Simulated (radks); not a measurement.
Task: The mean radii <r> (bohr) of the occupied orbitals of an atom or ion are listed with their occupations. Method: Dirac Kohn-Sham, PBE, spin-unpolarised, spherical densities, point nucleus; computed with a radial shooting solver on a logarithmic mesh with Libxc functionals.

orbital  occ.      <r>
1s1/2       2  0.06644
2s1/2       2   0.3080
2p1/2       2   0.2722
2p3/2       4   0.2749
3s1/2       2   0.9222
3p1/2       2   0.9640
3p3/2       4   0.9710
3d3/2       1    1.080

Name the element and its charge. Open shells, if any, fill j = l - 1/2 first.

Result: Z = 23, vanadium, charge +4: V4+ in [Ar] 3d1. The 1s radius gives Z: for a bare nucleus <r> = (2 gamma + 1)/(2Z) with gamma = sqrt(1 - (Z/c)^2), 0.0646 bohr for Z = 23, and screening makes it slightly larger (0.06644 here). The occupations add up to 19, and the charge is Z minus that.
